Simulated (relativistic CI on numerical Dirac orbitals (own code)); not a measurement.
**Sensitivity of the levels of Se VIII to α and to the nuclear radius**

Method of calculation: Dirac-Coulomb-Breit CI, KLI orbitals optimised for each configuration, derivatives by finite differences, unscaled Slater integrals, QED left out (own radial code, finite nucleus).

Configurations in the expansion (outside the closed core [Ne]): 3s2 3p6 3d9, 3s2 3p5 3d10, 3s2 3p6 3d8 4s, 3s2 3p6 3d8 4p, 3s 3p6 3d10, 3s2 3p6 3d7 4s2, 3s2 3p6 3d8 4d, 3s2 3p6 3d7 4s 4p. Levels of other configurations are missing.

With x = (α/α₀)² − 1 an excitation energy changes as ω = ω₀ + qx; K = 2q/ω₀ is the relative enhancement. Terms are leading LS components, so labels can repeat. The field-shift factor is F = δν/δ⟨r²⟩ for the transition from the lowest level.

Lowest level 3s2 3p6 3d9 2D_5/2.

| Level | ω₀ (cm⁻¹) | q (cm⁻¹) | K | F (GHz/fm²) |
| --- | --- | --- | --- | --- |
| 3s2 3p6 3d9 2D_3/2 | 6959 | 6874 | 1.98 | 0.0366 |
| 3s2 3p6 3d8 4s 4F_9/2 | 516945 | -22990 | -0.089 | 10.9 |
| 3s2 3p6 3d8 4s 4F_7/2 | 520671 | -20190 | -0.0775 | 10.9 |
| 3s2 3p6 3d8 4s 4F_5/2 | 524407 | -15970 | -0.0609 | 10.9 |
| 3s2 3p6 3d8 4s 4F_3/2 | 526711 | -14120 | -0.0536 | 10.9 |
| 3s2 3p6 3d8 4s 2F_7/2 | 529580 | -19200 | -0.0725 | 10.6 |
| 3s2 3p6 3d8 4s 2F_5/2 | 535329 | -15240 | -0.0569 | 10.6 |
| 3s2 3p6 3d8 4s 4P_5/2 | 549604 | -21740 | -0.0791 | 10.9 |
| 3s2 3p6 3d8 4s 2D_3/2 | 551777 | -20140 | -0.073 | 10.8 |
| 3s2 3p6 3d8 4s 4P_3/2 | 556822 | -15870 | -0.057 | 10.9 |
| 3s2 3p6 3d8 4s 4P_1/2 | 556942 | -16590 | -0.0596 | 10.9 |
| 3s2 3p6 3d8 4s 2D_5/2 | 557871 | -13800 | -0.0495 | 10.9 |
| 3s2 3p6 3d8 4s 2P_3/2 | 565669 | -16400 | -0.058 | 10.7 |

At this charge configurations can still be misplaced by up to about 7 % of their energy.
